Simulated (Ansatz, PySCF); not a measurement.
Breaking the Be1–H2 bond in BeH2O (SMILES [BeH][OH]) (multiplicity 1 held, fragments rigid). Energies count from the point at 1.328 Å.
Geometry at that point (charge 0, multiplicity 1):
```xyz
4

Be    -0.784    -0.353     0.030
H     -1.995    -0.895     0.080
O      0.511     0.185    -0.074
H      1.042     0.825     0.390
```

U- levels take the lowest unrestricted solution at each point, which mixes spins at long bonds. Active spaces are followed from a long bond inwards. Levels need not reach the same state.

Frozen-core correlation. Rows in 6-31G* carry no dispersion term and start afresh at each structure (6-31G* with six Cartesian d functions).

The values were computed with Ansatz (Gaussian orbitals); PySCF for 6-31G* rows. Each number belongs to the level named beside it.

### Question
What energy at R = 4.249 Å does U-HF/6-31G* give?

### Answer
72.8 kcal/mol

### Question
Give the energy at R = 4.249 Å at the level FIC-MRCISD+Q on CASSCF(2,2)/aug-cc-pVTZ.

### Answer
92.8 kcal/mol

### Question
Predict the energy at R = 4.249 Å from FIC-MRCISD on CASSCF(2,2)/aug-cc-pVTZ.

### Answer
91.0 kcal/mol

Doubts at one or more of the structures used: a spin-contaminated determinant (U-HF/6-31G*).

Ansatz is a first-principles code.
